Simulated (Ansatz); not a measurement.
Q: Name a neutral molecule of B, Ge, O and H with size of the dipole moment (ωB97M-V/def2-TZVPP) between 1.80 and 2.10 D and zero-point energy (PBE0-D4/def2-TZVP) between 125 and 141 kJ/mol (Ansatz, PBE0-D4/def2-TZVP geometry).

A: `B[O][GeH3]` (1.99 D, 128.3 kJ/mol). Other molecules can fit too; these were computed, each in one conformer that needn't be the lowest.
